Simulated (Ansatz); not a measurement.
**Which is lower?**

The two ends of one reaction step of Si2H7ClO, singlet (PBE0-D4/def2-TZVP).

A:

```json
{"atom": "Si1", "x (Å)": "-1.0469", "y (Å)": "0.8917", "z (Å)": "-0.8011"}
{"atom": "H2", "x (Å)": "-0.0267", "y (Å)": "1.9367", "z (Å)": "-1.1121"}
{"atom": "O3", "x (Å)": "-0.3089", "y (Å)": "-0.5467", "z (Å)": "-0.6196"}
{"atom": "Si4", "x (Å)": "0.2614", "y (Å)": "-1.7024", "z (Å)": "0.3929"}
{"atom": "H5", "x (Å)": "-1.9967", "y (Å)": "0.8166", "z (Å)": "-1.9368"}
{"atom": "H6", "x (Å)": "-1.7601", "y (Å)": "1.2869", "z (Å)": "0.4407"}
{"atom": "H7", "x (Å)": "1.5224", "y (Å)": "1.9543", "z (Å)": "0.2462"}
{"atom": "Cl8", "x (Å)": "2.0742", "y (Å)": "1.5343", "z (Å)": "1.3260"}
{"atom": "H9", "x (Å)": "-0.0812", "y (Å)": "-1.3679", "z (Å)": "1.7990"}
{"atom": "H10", "x (Å)": "1.7321", "y (Å)": "-1.8086", "z (Å)": "0.2396"}
{"atom": "H11", "x (Å)": "-0.3697", "y (Å)": "-2.9949", "z (Å)": "0.0251"}
```

B:

```csv
atom,x (Å),y (Å),z (Å)
Si1,-1.2549,0.9947,0.5431
H2,1.2657,0.8442,-2.1077
O3,-0.7284,-0.5281,0.4108
Si4,0.4993,-1.5994,0.2166
H5,-1.6260,1.5287,-0.7844
H6,-2.3841,1.0339,1.4943
H7,1.4308,1.3044,-1.5429
Cl8,0.2311,2.1977,1.2928
H9,0.1803,-2.8098,1.0112
H10,1.7755,-1.0052,0.6847
H11,0.6106,-1.9609,-1.2186
```

Ansatz 0.2.0; basis: def2-TZVPP; cores frozen in the correlated methods. B3LYP uses VWN-RPA correlation.

Question: Which structure is lower at CCSD(T), and by how much? (An estimate is asked for; the value comes from the calculation.)

Answer: By the calculation: B, by 0.843 eV (electronic energy, against the other). By their contacts, A is a complex of Si₂H₆O ([SiH3][O][SiH3]) + HCl and B is a complex of Si₂H₅ClO ([SiH3][O][SiH2][Cl]) + H₂.

All methods give the same order:

| method | E(B) − E(A) (eV) |
| --- | --- |
| SPW92 | -0.810 |
| PBE-D4 | -0.873 |
| BLYP-D4 | -0.866 |
| r2SCAN-D4 | -0.931 |
| B97M-V | -0.873 |
| PBE0-D4 | -0.875 |
| B3LYP-D4 | -0.864 |
| r2SCAN0-D4 | -0.920 |
| BHLYP-D4 | -0.867 |
| CAM-B3LYP-D4 | -0.838 |
| wB97X-V | -0.876 |
| wB97M-V | -0.898 |
| B2PLYP | -0.873 |
| PBE-QIDH | -0.900 |
| RPA on PBE | -0.796 |
| HF | -0.829 |
| MP2 | -0.933 |
| CCSD | -0.821 |
| CCSD(T) | -0.843 |

T1 diagnostic: at most 0.011.

Labels in which every atom is bracketed show which atoms are joined, not bond orders.

For scale, one of the runs: CCSD(T)/def2-TZVPP, 255 basis functions, launched by `ansatz run in.yaml --threads 4 --pin off --events-out ev --progress --plain --max-ram 9574MiB`. Time: 3.1 min of wall clock on 4 CPU threads of an AMD EPYC; the host was shared. Peak host memory: 5.2 GiB.
